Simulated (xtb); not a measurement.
Harmonic IR lines of one isomer of C2H6OSi, unscaled. Level of theory: GFN2-xTB (xtb 6.7.1).

wavenumber (cm⁻¹): 156 (m), 178 (w), 228 (w), 329 (s), 718 (w), 753 (m), 788 (s), 824 (m), 843 (m), 903 (vs), 1153 (vs), 1371 (w), 1423 (w), 3022 (m), 3057 (w), 3089 (w), 3137 (w), 3702 (w)

Problem. Name which structure gives these lines.
A) `C/C=[SiH]\O`
B) `C1C[SiH2]O1`
C) `C=[Si](C)O`
D) `CC(O)=[SiH2]`

Solution. C, `C=[Si](C)O`
